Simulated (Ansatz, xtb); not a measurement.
# AlH4NSn: 4 structures ranked

4 gas-phase structures of AlH4NSn, found in a search over its isomers (lower ones may exist). Each was relaxed with GFN2-xTB; where two conformers were screened, the lower at r2SCAN-D4/def2-SVP is listed:

A. `[NH2][AlH][SnH]`, a singlet
B. a singlet given by its coordinates
C. `[AlH2][NH][SnH]`, a singlet
D. a singlet given by its coordinates

D (Å):

```csv
atom,x (Å),y (Å),z (Å)
Al,0.2438,-0.4703,-0.9454
N,0.7820,0.6601,0.4093
Sn,-0.9526,1.4868,1.0030
H,-1.6278,0.2598,-0.4720
H,0.1654,-1.9706,-0.5920
H,0.4929,0.0262,-2.3866
H,1.6915,0.8725,0.8060
```

Close contacts (Å): Al1–N2 1.84, Al1–Sn3 3.01, N2–Sn3 2.01, Al1–H4 2.06, Al1–H5 1.54, Al1–H6 1.54, N2–H7 1.01, Sn3–H4 2.03.

B (Å):

| atom | x (Å) | y (Å) | z (Å) |
| --- | --- | --- | --- |
| Al | 0.1459 | -0.5816 | -0.2409 |
| N | -1.2099 | -0.0301 | -1.2517 |
| Sn | 2.0770 | -1.3503 | 1.2214 |
| H | -1.1801 | 0.6767 | -1.9823 |
| H | -2.1789 | -0.3339 | -1.1916 |
| H | 0.7138 | -1.0112 | 2.3719 |
| H | 2.2528 | 0.4539 | 1.1147 |

Close contacts (Å): Al1–N2 1.78, Al1–Sn3 2.54, N2–H4 1.02, N2–H5 1.02, Sn3–H6 1.82, Sn3–H7 1.82.

Problem. Make a reasoned guess at their ranking by r2SCAN-D4/def2-SVP single-point energy.

Solution. Calculated order at r2SCAN-D4/def2-SVP: D (0.000), C (0.452), B (0.489), A (0.509) eV. Less than 1 kcal/mol parts C and B; B and A, so the order within those pairs means little.

Energies above the lowest of each column, in eV:

```csv
structure,GFN2-xTB,HF/STO-3G,r2SCAN-D4/def2-SVP
D,0.027,0.060,0.000
C,0.000,0.000,0.452
B,0.434,0.987,0.489
A,0.827,1.047,0.509
```

r2SCAN-D4/def2-SVP puts D lowest; GFN2-xTB picks C, HF/STO-3G picks C. Some further structures that were screened fall inside this span and aren't listed. Flexible structures stand in one conformer each, not always the lowest. No reliable frequencies are at hand for these structures. Atoms past krypton carry core potentials in the def2 sets, without spin–orbit terms.

Over these structures GFN2-xTB departs from r2SCAN-D4/def2-SVP by 0.213 eV on average once a common shift is removed. A GFN2-xTB relaxation took about 0.38 s and the r2SCAN-D4/def2-SVP energy about 4.2 s on a shared host (Ansatz 0.2.0, xtb 6.7.1).
